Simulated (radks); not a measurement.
Task: The mean radii <r> (bohr) of the occupied orbitals of an atom or ion are listed with their occupations. Method: Dirac Kohn-Sham, B86b exchange with PBE correlation, spin-unpolarised, spherical densities, point nucleus; computed with a radial shooting solver on a logarithmic mesh with Libxc functionals.

| orbital | occ. | <r> |
|---|---|---|
| 1s1/2 | 2 | 0.09686 |
| 2s1/2 | 2 | 0.4789 |
| 2p1/2 | 2 | 0.4410 |
| 2p3/2 | 4 | 0.4432 |
| 3s1/2 | 2 | 1.694 |
| 3p1/2 | 2 | 2.064 |
| 3p3/2 | 2 | 2.074 |

Name the element and its charge. Open shells, if any, fill j = l - 1/2 first.

Result: Z = 16, sulfur, charge 0: S in [Ne] 3s2 3p4. The 1s radius gives Z: for a bare nucleus <r> = (2 gamma + 1)/(2Z) with gamma = sqrt(1 - (Z/c)^2), 0.09332 bohr for Z = 16, and screening makes it slightly larger (0.09686 here). The occupations add up to 16, and the charge is Z minus that.
